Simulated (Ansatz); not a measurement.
Born–Oppenheimer molecular dynamics of CH₆O₃Si (11 atoms, charge 0, multiplicity 1). It starts from a relaxed structure.

All numbers below come from UKS PBE0/STO-3G in Ansatz.

| Item | Value |
| --- | --- |
| ensemble | NVT, Langevin thermostat |
| time step | 0.5 fs |
| steps asked | 230 |
| set temperature | 1500 K |
| friction | 0.01 /fs |
| seed | 243012 |

First frame:

```xyz
11
Properties=species:S:1:pos:R:3
O -1.768 0.303 0.910
Si -1.055 -0.731 -0.247
C 0.672 0.087 -0.471
O 0.391 1.430 0.080
O 1.815 -0.504 0.197
H -1.063 1.054 0.879
H -1.759 -0.783 -1.514
H -0.920 -2.083 0.254
H 0.996 0.182 -1.534
H 1.315 1.757 0.355
H 1.442 -0.769 1.109
```

Problem. How far do the bonds stretch over the last three quarters of this one trajectory? (Pairs bonded in most of those frames.)

Solution. 
| bond | mean (Å) | spread (Å) | shortest | longest |
| --- | --- | --- | --- | --- |
| O1–Si2 | 1.721 | 0.071 | 1.60 | 1.83 |
| O1–H6 | 1.032 | 0.033 | 0.98 | 1.12 |
| Si2–C3 | 1.948 | 0.079 | 1.82 | 2.12 |
| Si2–H7 | 1.468 | 0.059 | 1.35 | 1.58 |
| Si2–H8 | 1.477 | 0.112 | 1.27 | 1.68 |
| C3–O4 | 1.489 | 0.066 | 1.37 | 1.60 |
| C3–O5 | 1.474 | 0.081 | 1.35 | 1.62 |
| C3–H9 | 1.126 | 0.026 | 1.07 | 1.18 |
| O4–H10 | 1.033 | 0.038 | 0.96 | 1.10 |
| O5–H11 | 1.035 | 0.023 | 0.98 | 1.09 |

Mean temperature of the second half: 1620 K. A run of 0.12 ps of so small a system gives no equilibrium averages. Limits of this set-up: minimal basis.

Time of the run: 13 min on 1 thread of Intel(R) Xeon(R) Platinum 8375C CPU @ 2.90GHz (Ice Lake) (shared host), peak memory 0.15 GiB.
